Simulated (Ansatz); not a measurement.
Steps of a relaxation of C₄H₄F₄, SMILES `FC/C=C(/F)C(F)F` with RKS PBE-D4/def2-SVP.

```sh
$ ansatz run in.yaml --threads 8 --pin off --events-out ev --progress --plain --max-ram 18278MiB
```

```yaml
crystal:
  periodic: [false, false, false]
  atoms:
    - {symbol: F, position_ang: [-0.190600, -0.471800, -1.761200]}
    - {symbol: C, position_ang: [-1.104400, -0.898300, -0.832100]}
    - {symbol: C, position_ang: [-0.550900, -0.782800, 0.522900]}
    - {symbol: C, position_ang: [0.521700, 0.080400, 0.911000]}
    - {symbol: F, position_ang: [0.864300, -0.028800, 2.184400]}
    - {symbol: C, position_ang: [1.062100, 1.151800, 0.052500]}
    - {symbol: F, position_ang: [0.134400, 1.910700, -0.530400]}
    - {symbol: F, position_ang: [1.852700, 2.006100, 0.797400]}
    - {symbol: H, position_ang: [-2.034500, -0.321100, -0.862400]}
    - {symbol: H, position_ang: [-1.293700, -1.943700, -1.046000]}
    - {symbol: H, position_ang: [-0.912400, -1.477700, 1.300400]}
    - {symbol: H, position_ang: [1.728100, 0.720000, -0.702400]}
basis:
  gaussian: {orbitals: def2-SVP}
hamiltonian: {xc: pbe, dispersion: d4}
relax: {f_tol: 0.03, max_steps: 200}
```

Positions (Å) and forces (eV/Å) along the path, 10 of 22 steps:

```xyz
12
step=1 energy=-15052.1570 eV
F    -0.191   -0.472   -1.761    0.176    0.459   -0.767
C    -1.104   -0.898   -0.832    0.548    0.115    0.340
C    -0.551   -0.783    0.523    3.182    1.863    1.457
C     0.522    0.080    0.911   -4.922   -3.221   -0.525
F     0.864   -0.029    2.184    0.960    0.565    0.584
C     1.062    1.152    0.052    2.195    0.890    0.438
F     0.134    1.911   -0.530   -1.082    0.245   -0.411
F     1.853    2.006    0.797   -0.067   -0.249    0.259
H    -2.034   -0.321   -0.862   -0.607    0.326   -0.513
H    -1.294   -1.944   -1.046   -0.540   -0.929   -0.177
H    -0.912   -1.478    1.300   -0.001    0.119    0.021
H     1.728    0.720   -0.702    0.158   -0.185   -0.706
12
step=5 energy=-15052.6340 eV
F    -0.187   -0.505   -1.821    0.002   -0.010   -0.007
C    -1.079   -0.916   -0.837   -0.006    0.009   -0.005
C    -0.502   -0.797    0.540    0.033    0.002    0.056
C     0.433    0.085    0.936   -0.011   -0.010   -0.033
F     0.892    0.068    2.197   -0.022    0.015    0.011
C     1.084    1.161    0.070    0.011   -0.034   -0.005
F     0.108    1.960   -0.461   -0.008    0.014    0.010
F     1.902    1.927    0.839    0.015    0.007    0.001
H    -2.008   -0.306   -0.935    0.011   -0.001   -0.006
H    -1.352   -1.977   -1.034    0.001    0.014   -0.003
H    -0.887   -1.486    1.310    0.005   -0.006   -0.018
H     1.672    0.731   -0.771   -0.031    0.001   -0.003
12
step=6 energy=-15052.6363 eV
F    -0.162   -0.525   -1.817    0.000    0.000   -0.012
C    -1.068   -0.916   -0.838    0.009    0.002    0.018
C    -0.498   -0.803    0.545    0.052    0.035   -0.007
C     0.432    0.085    0.940   -0.035   -0.012   -0.031
F     0.883    0.083    2.203   -0.013   -0.005    0.039
C     1.076    1.160    0.070   -0.073   -0.024   -0.072
F     0.094    1.976   -0.433    0.030   -0.016    0.037
F     1.919    1.910    0.823    0.043    0.025    0.016
H    -1.983   -0.288   -0.942   -0.006    0.007   -0.015
H    -1.359   -1.971   -1.034   -0.009   -0.010   -0.007
H    -0.889   -1.495    1.308    0.008   -0.005    0.020
H     1.632    0.730   -0.792   -0.007    0.005    0.014
12
step=8 energy=-15052.6387 eV
F    -0.131   -0.564   -1.821   -0.011   -0.002    0.011
C    -1.052   -0.924   -0.841   -0.005   -0.013   -0.032
C    -0.489   -0.809    0.544   -0.007   -0.017   -0.004
C     0.425    0.090    0.945    0.015    0.024    0.006
F     0.853    0.108    2.216   -0.004   -0.004   -0.003
C     1.062    1.163    0.070    0.008    0.046   -0.011
F     0.082    2.020   -0.368    0.046   -0.024    0.020
F     1.965    1.873    0.797   -0.032   -0.033   -0.033
H    -1.949   -0.271   -0.961    0.003   -0.006    0.004
H    -1.371   -1.972   -1.031    0.007    0.006    0.004
H    -0.880   -1.501    1.308   -0.004    0.004    0.009
H     1.562    0.732   -0.825   -0.016    0.019    0.029
12
step=10 energy=-15052.6402 eV
F    -0.127   -0.574   -1.834   -0.014    0.000    0.005
C    -1.038   -0.953   -0.853    0.053   -0.019    0.050
C    -0.487   -0.808    0.537   -0.006    0.042   -0.041
C     0.413    0.106    0.943   -0.037    0.063    0.033
F     0.787    0.163    2.232    0.009   -0.015   -0.063
C     1.060    1.176    0.073    0.068    0.056   -0.011
F     0.115    2.128   -0.244    0.188   -0.125    0.072
F     2.074    1.777    0.761   -0.211   -0.088   -0.149
H    -1.954   -0.329   -0.982    0.006   -0.020    0.021
H    -1.324   -2.013   -1.032   -0.001   -0.002   -0.010
H    -0.895   -1.479    1.312   -0.009    0.014   -0.024
H     1.453    0.750   -0.879   -0.047    0.095    0.118
12
step=11 energy=-15052.6420 eV
F    -0.131   -0.563   -1.833   -0.021   -0.007    0.009
C    -1.036   -0.960   -0.854   -0.005    0.029    0.040
C    -0.497   -0.798    0.538   -0.007    0.029   -0.024
C     0.401    0.116    0.943    0.099   -0.059    0.003
F     0.796    0.154    2.227   -0.064    0.041   -0.042
C     1.060    1.178    0.074    0.042    0.126    0.008
F     0.131    2.149   -0.229    0.146   -0.112    0.044
F     2.087    1.760    0.757   -0.164   -0.083   -0.117
H    -1.965   -0.356   -0.986   -0.002   -0.023   -0.003
H    -1.300   -2.026   -1.033    0.011    0.006    0.002
H    -0.909   -1.464    1.314    0.003   -0.008   -0.017
H     1.440    0.755   -0.883   -0.041    0.060    0.098
12
step=12 energy=-15052.6450 eV
F    -0.146   -0.542   -1.835   -0.031   -0.003    0.015
C    -1.038   -0.963   -0.854   -0.005    0.007   -0.001
C    -0.502   -0.792    0.536    0.029   -0.006   -0.018
C     0.400    0.119    0.941    0.052   -0.037    0.008
F     0.780    0.167    2.228   -0.037    0.021   -0.026
C     1.067    1.176    0.074    0.024    0.161    0.014
F     0.149    2.160   -0.219    0.091   -0.085    0.028
F     2.101    1.744    0.754   -0.096   -0.072   -0.068
H    -1.985   -0.385   -0.981    0.008   -0.020   -0.002
H    -1.275   -2.036   -1.035    0.013    0.017    0.004
H    -0.913   -1.459    1.311   -0.021    0.005    0.002
H     1.438    0.757   -0.886   -0.025    0.012    0.044
12
step=15 energy=-15052.6595 eV
F    -0.273   -0.441   -1.891    0.063    0.058    0.011
C    -1.013   -1.032   -0.883    0.022    0.070    0.404
C    -0.527   -0.745    0.508    0.026    0.015   -0.166
C     0.357    0.176    0.922    0.071   -0.041   -0.190
F     0.640    0.285    2.227   -0.010    0.074    0.283
C     1.092    1.203    0.083   -0.217   -0.767   -0.047
F     0.344    2.339    0.034    0.006    0.449   -0.020
F     2.285    1.470    0.668    0.236    0.250    0.034
H    -2.061   -0.666   -0.951   -0.140   -0.081   -0.176
H    -1.012   -2.133   -1.041   -0.068   -0.065   -0.088
H    -1.009   -1.336    1.304   -0.008   -0.088   -0.012
H     1.253    0.823   -0.947    0.020    0.128   -0.033
12
step=18 energy=-15052.6990 eV
F    -0.327   -0.430   -1.908    0.053    0.062    0.001
C    -0.981   -1.098   -0.886    0.003   -0.043   -0.015
C    -0.562   -0.700    0.492   -0.057    0.003    0.104
C     0.285    0.258    0.905   -0.199   -0.235    0.347
F     0.491    0.452    2.223   -0.085   -0.103    0.023
C     1.077    1.217    0.094    0.252    0.281   -0.236
F     0.649    2.493    0.362    0.065    0.006   -0.052
F     2.394    1.134    0.467   -0.037    0.053   -0.097
H    -2.077   -0.925   -1.006    0.004   -0.029    0.018
H    -0.804   -2.191   -1.016   -0.031   -0.024   -0.021
H    -1.046   -1.276    1.297   -0.036   -0.042    0.006
H     0.977    1.010   -0.989    0.067    0.072   -0.076
12
step=22 energy=-15052.7120 eV
F    -0.350   -0.388   -1.890   -0.001    0.000   -0.001
C    -0.971   -1.108   -0.881    0.003   -0.006    0.000
C    -0.586   -0.692    0.503   -0.004    0.001   -0.002
C     0.261    0.268    0.914   -0.012    0.011   -0.004
F     0.447    0.467    2.233    0.005   -0.001   -0.001
C     1.083    1.223    0.086    0.002    0.003    0.005
F     0.731    2.510    0.397    0.008   -0.024   -0.005
F     2.406    1.069    0.402   -0.014    0.005   -0.008
H    -2.075   -1.005   -1.007    0.005    0.002    0.003
H    -0.729   -2.188   -1.024    0.001    0.004   -0.001
H    -1.083   -1.267    1.303    0.002    0.001    0.000
H     0.942    1.056   -1.001    0.005    0.004    0.014
```

Hardware: 8 threads of an Arm Neoverse V1 on a shared host. Wall time 22 s, peak host memory 0.2 GiB.
